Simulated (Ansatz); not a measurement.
Relaxation of CH9NSi3 (14 atoms, charge 0, multiplicity 1), to a largest force component of 0.015 eV/Å in at most 40 steps.

The calculation used RHF/6-31G* (Ansatz 0.2.0).

```xyz
14
Properties=species:S:1:pos:R:3:forces:R:3
N -1.836 1.637 0.229 -2.04 4.47 -3.34
Si -0.978 0.408 0.860 3.86 -1.38 2.23
Si 1.605 0.671 0.610 1.51 2.64 5.90
C 0.359 0.061 -0.350 -2.58 -4.62 -4.71
Si 0.493 -1.801 -0.740 -0.49 0.87 -0.79
H -2.259 1.435 -0.692 0.20 0.17 1.25
H -1.265 2.495 0.056 -1.20 -1.34 0.79
H -1.646 -0.830 1.170 -0.55 -0.37 0.27
H 2.022 -0.021 1.914 0.15 0.16 -1.44
H 1.726 2.149 0.761 0.30 -0.34 -0.33
H 0.151 0.553 -1.275 0.26 0.38 -0.64
H -0.773 -2.273 -1.406 0.55 0.13 0.21
H 0.669 -2.457 0.527 0.09 -0.62 0.62
H 1.668 -2.068 -1.600 -0.05 -0.14 -0.01
```

Problem. Where does it end, and by what steps?

Solution. The forces met the threshold. After 13 steps the energy has fallen by 3.060 eV; H6 moved furthest, 0.73 Å.

| step | energy less start (eV) | largest force component (eV/Å) | accepted |
| --- | --- | --- | --- |
| 0 | 0.0000 | 5.899 | yes |
| 1 | -1.7548 | 3.217 | yes |
| 2 | -2.5346 | 1.182 | yes |
| 3 | -2.9170 | 0.555 | yes |
| 4 | -2.9985 | 0.445 | yes |
| 5 | -3.0269 | 0.494 | yes |
| 6 | -3.0333 | 0.438 | yes |
| 7 | -3.0249 | 0.370 | no |
| 8 | -3.0553 | 0.127 | yes |
| 9 | -3.0562 | 0.147 | yes |
| 10 | -3.0586 | 0.057 | yes |
| 11 | -3.0595 | 0.019 | yes |
| 12 | -3.0596 | 0.020 | yes |
| 13 | -3.0597 | 0.006 | yes |

```xyz
14
Properties=species:S:1:pos:R:3
N -1.963 1.839 0.258
Si -0.924 0.542 0.685
Si 1.295 0.767 0.924
C 0.398 -0.127 -0.521
Si 0.620 -1.954 -0.815
H -2.794 1.692 -0.275
H -1.632 2.776 0.183
H -1.675 -0.520 1.368
H 2.111 -0.062 1.826
H 1.991 2.012 0.555
H 0.466 0.435 -1.449
H -0.421 -2.490 -1.722
H 0.526 -2.691 0.463
H 1.938 -2.261 -1.416
```

Whether the end is a true minimum wasn't checked by a vibrational analysis.

The run took 47 s on 1 CPU thread of a shared host.
